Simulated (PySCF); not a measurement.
**Tc⁺ (technetium, charge +1) across methods**

[Kr] 4d5 5s1, high-spin 7S determinant. Calculation: PySCF 2.14, in aug-cc-pVTZ-DK; the spin-free X2C one-electron Hamiltonian (Gaussian nucleus).

| method | E (hartree) | mean ε 4p β (eV) | mean ε 4d α (eV) | mean ε 5s α (eV) | Σ⟨r²⟩ (bohr²) | ⟨S²⟩ |
| --- | --- | --- | --- | --- | --- | --- |
| LDA | -4279.99 | -50.769 | -15.415 | -12.443 | 42.20 | 12.000 |
| UHF | -4282.72313 | -58.668 | -21.457 | -14.451 | 42.35 | 12.002 |
| B97-3 | -4284.59 | -53.171 | -16.911 | -12.679 | 42.02 | 12.000 |
| PBE0 | -4284.60 | -52.808 | -17.025 | -12.831 | 42.05 | 12.001 |
| TPSSh | -4284.74 | -51.577 | -16.003 | -12.303 | 42.10 | 12.000 |
| r2SCAN | -4284.92 | -51.097 | -15.776 | -12.428 | 41.89 | 12.001 |
| MN15 | -4287.80 | -54.072 | -17.661 | -13.280 | 42.05 | 12.002 |
| PBE | -4284.52 | -50.408 | -15.330 | -12.161 | 42.21 | 12.000 |
